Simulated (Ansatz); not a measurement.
Reaction (formal exchange of groups at a B–Sb bond): `N[BH][SbH2]` + `CC(C)CS` → `CC(C)BN` + `S[CH2][SbH2]`

Gas-phase electronic energies from Ansatz, PBE0-D4/def2-TZVP geometries. CBS: MP2 limit from def2 TZ/QZ plus the TZ coupled-cluster correction, frozen cores. DFT in def2-TZVPP. B3LYP here is the variant with VWN-RPA as its local correlation; programs differ in this. Elements past krypton have def2 core potentials. For Sb outer-core shells are correlated without core-valence functions, which leaves a few kJ/mol of doubt a bond. One conformer a species, not always the lowest.

| level | ΔE (kJ/mol) | difference from CCSD(T)/CBS |
| --- | --- | --- |
| r2SCAN-D4 | 15.2 | 1.2 |
| PBE0-D4 | 17.1 | 3.1 |
| B3LYP-D4 | 10.9 | -3.1 |
| ωB97M-V | 13.8 | -0.2 |
| B2PLYP | 11.1 | -2.9 |
| PBE | 13.9 | -0.1 |
| PBE0 | 16.0 | 2.0 |
| HF/def2-TZVPP | 12.0 | -2.0 |
| MP2/def2-TZVPP | 14.3 | 0.3 |
| CCSD/def2-TZVPP | 14.5 | 0.5 |
| CCSD(T)/def2-TZVPP | 15.3 | 1.3 |
| HF/def2-QZVPP | 10.9 | -3.1 |
| MP2/def2-QZVPP | 13.2 | -0.8 |
| SCS-MP2/def2-QZVPP | 10.9 | -3.1 |
| HF/CBS(def2) | 10.8 | -3.2 |
| MP2/CBS(def2) | 13.0 | -1.0 |
| CCSD(T)/CBS | 14.0 | 0 |

Largest T1 diagnostic among the species: 0.014.
